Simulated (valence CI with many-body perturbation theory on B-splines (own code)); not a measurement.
## E1 line list for Rb5+

Level of theory: configuration interaction combined with many-body perturbation theory (CI+MBPT): four valence electrons over a frozen Dirac-Fock core [Ar] 3d10, radial functions for each j: 11 s, 11 p, 9 d, 7 f, 5 g, 2 h, 1 i, with the one-electron correlation potential Σ1, the two-electron term Σ2, the three-electron term Σ3, Breit, model QED; selected CI, second order for the rest, scaled by the run's own slope (own B-spline code, finite nucleus).

Set against measurement, 13 paired levels are off by 109 cm⁻¹ on average, the worst by 203. These come from a selection out of Sansonetti, J. Phys. Chem. Ref. Data 35, 301 (2006). Levels without a partner in it may be off by more. Among the levels kept, up to 370 cm⁻¹ of a level comes from second order outside the variational space, and about a tenth of that is noise between levels of different J, which matters for small intervals.

Lines 101 to 150 of 227 in falling wavelength, among levels below 386790 cm⁻¹, chosen from the strongest by gf and those to the six lowest levels. Wavelengths and rates use the calculated energies, so an error of 100 cm⁻¹ moves a line at 611.0 Å by 0.061 % and its rate by three times that or more. Electric multipoles are in the length gauge, E1 and E2 with the static RPA response of the core. Weak lines are less certain than strong ones. Lines between different terms over intervals too small for the method are left out, as are lines whose strength nearly cancels. Where a level lies close to another of its J and parity, the split of strength between their lines is uncertain. The highest levels of a list are the least certain.

Names give the largest LS component (configuration and term), which can be under half, so a name can repeat, a term be missing and a line seem to break the LS rules; names also repeat where a configuration has a term twice. Letters in brackets count levels of one name in rising energy.

```tsv
λ vac (Å)	λ from measured levels	Upper	Lower	A (s⁻¹)	log gf	Branch %
612.9		4s²4p5p ¹S_0	4s4p³ ¹P°_1	1.38e+09	-1.11	29.0
612.8		4s²4p5p ³D_1 [a]	4s4p³ ¹D°_2	7.58e+08	-0.89	20.2
611.1		4p⁴ ³P_2	4s4p³ ³D°_2	6.80e+08	-0.72	16.9
611.0	610.5	4s4p³ ³P°_0	4s²4p² ³P_1	1.96e+09	-0.96	100.0
610.5	611.1	4s4p³ ³S°_1	4s²4p² ¹S_0	1.80e+08	-1.52	0.7
609.1	608.6	4s4p³ ¹D°_2	4s²4p² ¹D_2	2.89e+09	-0.09	94.1
609.0	608.5	4s4p³ ³P°_1	4s²4p² ³P_1	9.78e+08	-0.79	49.4
606.6	606.1	4s4p³ ³P°_2	4s²4p² ³P_1	1.71e+08	-1.33	9.7
595.5		4s4p²4d ³P_1	4s4p³ ³S°_1	8.02e+08	-0.89	3.5
591.8		4s²4p5p ³D_1 [b]	4s4p³ ¹D°_2	3.21e+08	-1.30	7.5
590.5	590.1	4s4p³ ³P°_1	4s²4p² ³P_0	5.85e+08	-1.04	29.5
585.8		4p⁴ ³P_1	4s4p³ ³D°_2	2.13e+09	-0.48	50.6
585.3		4p⁴ ³P_1	4s4p³ ³D°_1	9.25e+08	-0.85	22.0
581.1		4p⁴ ³P_0	4s4p³ ³D°_1	3.03e+09	-0.81	69.7
572.7		4p⁴ ¹D_2	4s4p³ ³D°_3	3.63e+08	-1.05	14.8
570.2		4s²4p5p ³P_1	4s4p³ ¹D°_2	3.34e+08	-1.31	7.6
569.9	570.1	4s4p³ ¹P°_1	4s²4p² ¹S_0	1.63e+09	-0.62	8.8
561.7	561.3	4s4p³ ¹D°_2	4s²4p² ³P_2	1.39e+08	-1.48	4.5
547.0	546.7	4s4p³ ¹D°_2	4s²4p² ³P_1	4.16e+07	-2.03	1.4
539.9		4s²4p5p ¹D_2	4s4p³ ¹D°_2	7.34e+08	-0.79	12.8
539.7	540.3	4s4p³ ³S°_1	4s²4p² ¹D_2	1.92e+08	-1.60	0.7
507.7	508.0	4s4p³ ¹P°_1	4s²4p² ¹D_2	1.31e+10	0.18	70.9
504.0		4s²4p4d ³F°_2	4s²4p² ¹D_2	2.55e+08	-1.31	46.0
502.1	502.7	4s4p³ ³S°_1	4s²4p² ³P_2	1.52e+10	0.24	58.0
502.1		4p⁴ ³P_2	4s4p³ ⁵S°_2	1.78e+07	-2.47	0.4
500.9		4s²4p5p ³S_1	4s4p³ ³P°_2	5.71e+08	-1.19	12.7
499.3		4s²4p5p ³S_1	4s4p³ ³P°_1	4.18e+08	-1.33	9.3
495.3		4s4p²4d ³P_2	4s4p³ ³P°_2	1.65e+09	-0.52	8.5
495.0		4s²4p4d ³F°_3	4s²4p² ¹D_2	3.67e+07	-2.02	7.6
493.7		4s4p²4d ³P_2	4s4p³ ³P°_1	9.19e+08	-0.78	4.7
492.2		4s²4p5p ¹D_2	4s4p³ ³P°_2	2.80e+08	-1.29	4.9
490.7		4s²4p5p ¹D_2	4s4p³ ³P°_1	2.66e+08	-1.32	4.6
490.4	490.9	4s4p³ ³S°_1	4s²4p² ³P_1	7.54e+09	-0.09	28.8
489.4		4s²4p4d ³P°_1	4s²4p² ¹S_0	1.34e+07	-2.84	0.0
484.9		4s4p²4d ³F_2	4s4p³ ³D°_1	5.71e+08	-1.00	62.4
484.9		4p⁴ ³P_1	4s4p³ ⁵S°_2	2.34e+06	-3.61	0.1
483.1		4s4p²4d ³P_1	4s4p³ ³P°_2	3.91e+09	-0.39	17.1
482.8		4s²4p5p ³D_2	4s4p³ ³D°_3	3.55e+08	-1.21	8.3
480.4		4s4p²4d ³P_1	4s4p³ ³P°_0	1.98e+09	-0.69	8.7
479.8		4s²4p5p ³D_1 [b]	4s4p³ ³D°_2	7.63e+08	-1.10	17.9
479.1		4s4p²4d ³F_3	4s4p³ ³D°_2	4.54e+08	-0.96	50.7
478.4	478.8	4s4p³ ³S°_1	4s²4p² ³P_0	3.11e+09	-0.50	11.8
476.4		4s²4p5p ³P_0	4s4p³ ³D°_1	1.85e+09	-1.20	40.6
474.9		4s²4p4d ³D°_1	4s²4p² ¹S_0	6.19e+01	-8.20	0.0
474.3	474.6	4s4p³ ¹P°_1	4s²4p² ³P_2	4.46e+08	-1.35	2.4
474.2		4s4p²4d ³P_0	4s4p³ ³P°_1	8.09e+09	-0.56	36.0
474.0		4s4p²4d ³F_4	4s4p³ ³D°_3	3.62e+08	-0.96	70.3
471.9		4p⁴ ¹D_2	4s4p³ ⁵S°_2	6.77e+05	-3.95	0.0
471.0		4s²4p4d ³F°_2	4s²4p² ³P_2	1.73e+08	-1.54	31.1
465.5		4s²4p5p ³P_1	4s4p³ ³D°_2	8.11e+08	-1.10	18.4
```

(1) How does gf follow from A for the line at 474.0 Å?

Results:

(1) gf = 1.4992 × (2J+1)_upper × A / σ², with σ = 210978 cm⁻¹ and 2J+1 = 9: gf = 0.110.
